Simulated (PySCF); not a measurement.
Working out the ionisation energy of Se

Se [Ar] 3d10 4s2 4p4 (3P) → Se⁺ [Ar] 3d10 4s2 4p3 (4S). Calculation: PySCF 2.14, in jorge-DZP-DKH; the spin-free X2C one-electron Hamiltonian (Gaussian nucleus). Frozen: [Ar] 3d10. Energies in hartree (1 hartree = 27.21139 eV):

| part | Se (lower) | Se⁺ (upper) |
| --- | --- | --- |
| UHF | -2427.932810 | -2427.622540 |
| CCSD correlation | -0.039205 | -0.032693 |
| (T) | -0.000290 | -0.000200 |

What does Hartree-Fock give?

(-2427.622540) − (-2427.932810) = 0.310270 hartree = 8.443 eV.

What do CCSD and CCSD(T) give?

The CCSD correlation energies differ by 0.006512 hartree = 0.177 eV and the triples by 0.000090 hartree = 0.002 eV, so CCSD gives 8.620 eV and CCSD(T) 8.622 eV.

Measured between the centres of the two terms (NIST): 9.635 eV, so CCSD(T) (valence) is off by -1.013 eV.

A double-zeta basis recovers only part of the correlation energy.

What remains against the reference includes basis incompleteness, the frozen core and higher excitations.
